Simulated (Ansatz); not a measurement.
Relaxation of CH₆AlCl₂NO (12 atoms, charge 0, multiplicity 1), to a largest force component of 0.03 eV/Å in at most 50 steps.

The calculation used RKS LDA/6-31G in Ansatz 0.2.0.

```xyz
12
Properties=species:S:1:pos:R:3
Al -0.831 1.669 1.084
N 0.991 -0.622 -0.177
C 0.313 -1.836 -0.571
Cl -2.810 0.849 1.446
Cl 0.372 2.456 2.703
H 0.885 0.203 -0.775
O -0.303 2.128 -0.590
H 1.912 -0.720 0.252
H -0.744 -1.618 -0.810
H 0.765 -2.330 -1.460
H 0.305 -2.569 0.254
H -0.857 2.390 -1.355
```

Question: Where does it end, and by what steps?

Answer: The run converged. Limits of this set-up: no polarisation functions. After 13 steps the energy has fallen by 1.986 eV; Cl4 moved furthest, 0.97 Å. Joined: Al1–N2 (3.19 → 1.97 Å).

```
step  energy less start (eV)  largest force component (eV/Å)  accepted
   0                  0.0000                           2.014       yes
   1                 -0.3993                           1.241       yes
   2                 -0.8580                           0.872       yes
   3                 -1.4130                           0.880       yes
   4                 -1.6976                           0.696       yes
   5                 -1.8553                           0.995       yes
   6                 -1.9211                           0.816       yes
   7                 -1.9544                           0.296       yes
   8                 -1.9707                           0.319       yes
   9                 -1.9792                           0.250       yes
  10                 -1.9844                           0.091       yes
  11                 -1.9850                           0.214       yes
  12                 -1.9861                           0.104       yes
  13                 -1.9864                           0.014       yes
```

```xyz
12
Properties=species:S:1:pos:R:3
Al -0.474 1.086 0.637
N 0.710 -0.263 -0.180
C 0.154 -1.626 -0.318
Cl -2.359 0.059 1.095
Cl 0.657 1.715 2.418
H 0.842 0.215 -1.094
O -0.376 2.059 -0.797
H 1.607 -0.258 0.336
H -0.811 -1.572 -0.848
H 0.843 -2.294 -0.863
H -0.049 -2.040 0.684
H -0.744 2.918 -1.069
```

Whether the end is a true minimum wasn't checked by a vibrational analysis.

The run took 14 s on 2 threads of AMD EPYC 9R45 96-Core Processor (Zen 5), on a shared host, peak memory 0.23 GiB.
